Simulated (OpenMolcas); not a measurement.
# Computed levels of As

```
Program             : OpenMolcas 26.06
Method              : SS-CASPT2, IPEA 0.25 Eh, imaginary shift 0.1 Eh (closed shells correlated: 3d 4s)
Basis               : ANO-RCC-VQZP [7s6p4d2f1g]
Scalar Hamiltonian  : DKH2, point nucleus
Active space        : 3 electrons in 3 orbitals (4p)
State averaging     : 2S+1 = 4 odd, 1 root; 2S+1 = 2 odd, 8 roots
Spin-orbit coupling : RASSI with atomic mean-field integrals over the reference wave functions, term energies averaged over their components
```

With spin-orbit coupling, above the lowest level:

```csv
Configuration,Term,J,E (cm-1),Measured (cm-1),Term weight %
4s2 4p3,4S*,3/2,0.0,0.0,100
4s2 4p3,2D*,3/2,11050,10593,97
4s2 4p3,2D*,5/2,11270,10915,100
4s2 4p3,2P*,1/2,19200,18186,100
4s2 4p3,2P*,3/2,19500,18648,97
```

Against the 4 measured excited levels shown (NIST Handbook of Basic Atomic Spectroscopic Data) the mean absolute deviation is 670 cm-1; the largest miss in energy is 4s2 4p3 2P* 1/2: computed 19200, measured 18186 cm-1 (+5.6 %).

Spin-orbit coupling puts the lowest level 77.9 cm-1 below the lowest spin-free term.

CASPT2 breaks the degeneracy within a term, and the mean is taken; among the terms shown or strongly mixed into the levels shown the widest spread is 98 cm-1 (4s2 4p3 2D*). With the s shell closed, the reference lacks s² → p² mixing. Computed and measured levels are paired by configuration, term and J; levels that our copy of the source lacks, or whose pairing is in doubt (as where it misses far off the trend of its configuration), stay unpaired and out of the deviations. Levels of configurations outside the active space are missing.

The term weight is that of the spin-free term in the level, not the purity of its configuration. * marks odd parity.
